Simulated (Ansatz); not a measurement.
An input meant for the cluster Be3Se2 (charge 0, singlet).

```yaml
crystal:
  periodic: [false, false, false]
  atoms:
    - {symbol: Be, position_ang: [-0.697467, 0.579524, 0.006719]}
    - {symbol: Be, position_ang: [1.515780, 0.084116, -0.049912]}
    - {symbol: Be, position_ang: [0.195637, -1.506226, 0.033323]}
    - {symbol: Se, position_ang: [0.808174, 2.005286, -0.077912]}
    - {symbol: Se, position_ang: [-1.822124, -1.162710, 0.087793]}
basis:
  gaussian: {orbitals: def2-SVP}
hamiltonian: {xc: {name: HF}}
correlation: {method: mp2, frozen_orbitals: {Be: 9}}
scf: {omitted_lower_state_checks: [starts]}
```

```sh
$ ansatz run in.yaml --threads 4 --pin off --events-out ev --progress --plain --max-ram 3916MiB
```

(1) Predict how Ansatz answers.

## Answers

(1) The input was rejected before any iteration. Frozen orbitals are typed for one element alone, and the program wants a count for each (the count typed has to fit that element's core, too).
```
Functional definition: HF
Error: "frozen_orbitals" has no count for Se
```
